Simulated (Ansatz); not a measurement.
## One elementary step

Start structure (InH₅SO₂, singlet), relaxed at PBE0-D4/def2-TZVP:

```csv
atom,x (Å),y (Å),z (Å)
In1,0.5950,0.1067,0.0769
S2,0.6828,2.4172,-0.4115
O3,0.2625,-0.6828,1.8622
O4,0.9250,-1.2136,-1.3524
H5,-2.3215,-0.1797,-0.3438
H6,-2.1865,-0.4834,0.3281
H7,0.9861,2.1816,-1.7001
H8,0.1777,-0.0312,2.5621
H9,0.8787,-2.1147,-1.0215
```

The step: InH₃SO₂ ([OH][In]([OH])[SH]) + H₂ → InH₃O₂ ([OH][InH][OH]) + H₂S (still joined by a long In–S bond); bonds formed: In1–H6, S2–H5; bonds broken: H5–H6; bonds weakened to dative contacts: In1–S2. Ansatz 0.2.0; basis: def2-TZVPP and def2-QZVPP; cores frozen in the correlated methods. Filled d shells of the heavier atoms are correlated. Core potentials replace the inner electrons of the atoms past krypton. The def2 sets are not built for correlating such inner shells, so the correlated values are less sure here. Extrapolation: Hartree–Fock as exp(−7.88 √X), correlation as X^−2.97. Energies below are by CCSD(T) at an estimated basis limit (MP2 extrapolated from triple and quadruple zeta, plus CCSD(T) − MP2 in triple zeta).

(1) What are the electronic barrier and the energy of the step, from the start structure to the end structure? (Judge from chemistry; the value comes from the calculation.)

No T1 diagnostic of these runs exceeds 0.017.

Answers

(1) By the calculation: Barrier 149.6 kJ/mol; step energy 27.0 kJ/mol (uphill); reverse barrier, their difference, 122.5 kJ/mol. Barrier and step energy count from the start structure, the reverse barrier from the end structure.

The saddle point: One imaginary mode of 1263i cm⁻¹.
| pair | start (Å) | saddle (Å) | end (Å) |
| --- | --- | --- | --- |
| In1–H6 | 2.85 | 1.93 | 1.70 |
| S2–H5 | 3.97 | 1.66 | 1.34 |
| In1–S2 | 2.36 | 2.62 | 2.83 |
| H5–H6 | 0.75 | 1.09 | 3.49 |

Zero-point energy (harmonic, PBE0-D4): ZPE is 124.5 kJ/mol at the start and 123.0 kJ/mol at the saddle, so the barrier goes from 149.6 to 148.1 kJ/mol.

Labels in which every atom is bracketed show which atoms are joined, not bond orders.

For scale, one of the runs: CCSD(T)/def2-TZVPP, 224 basis functions, launched by `ansatz run in.yaml --threads 4 --pin off --events-out ev --progress --plain --max-ram 9574MiB`. Time: 2.6 min of wall clock on 4 CPU threads of an Arm Neoverse V2; the host was shared. Peak host memory: 4 GiB.
